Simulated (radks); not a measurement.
All-electron atom: Ce3+ in [Xe] 4f1. Method: scalar-relativistic Kohn-Sham, r2SCAN, spin-polarised, spherical densities, finite nucleus; open shells are filled with parallel spins first (spin-orbit coupling, left out, can overturn this in heavy ions); meta-GGA in the generalised Kohn-Sham scheme; Fermi nuclear charge, rms radius 4.8771 fm; computed with a radial shooting solver on a logarithmic mesh with Libxc functionals.

Local quantities along the radius. ELF = 1/(1 + alpha^2) is the electron localisation function; alpha = (tau - tau_W)/tau_unif compares the Pauli kinetic energy density with that of the uniform gas (summed over spins). tau is taken from the large components.

r (bohr)    ELF    alpha
0.001989  0.999  0.02593
0.002632  0.999  0.02837
0.003482  0.999  0.03241
0.00457   0.998  0.03882
0.006047  0.998  0.04995
0.008001  0.995  0.06988
0.01059   0.988   0.1085
0.0139    0.966   0.1872
0.01839   0.879   0.3716
0.02433   0.621   0.7812
0.03193   0.358    1.339
0.04225   0.363    1.325
0.0559    0.604   0.8097
0.07397   0.748   0.5812
0.09709   0.632   0.7623
0.1285    0.349    1.365
0.17      0.465    1.073
0.2249    0.738   0.5954
0.2952    0.660   0.7174
0.3906    0.206    1.964
0.5168    0.537   0.9282
0.6838    0.755   0.5692
0.8975    0.472    1.058
1.188     0.292    1.556
1.571     0.704   0.6482
2.062     0.779   0.5333
2.729     0.455    1.093
3.611     0.042    4.751
4.777     0.000    48.29

On this mesh the ELF has minima near r = 0.037, 0.15, 0.39, 1.0 bohr, which separate the shells, and maxima near 0.074 (0.75), 0.26 (0.75), 0.68 (0.76), 1.8 (0.79).
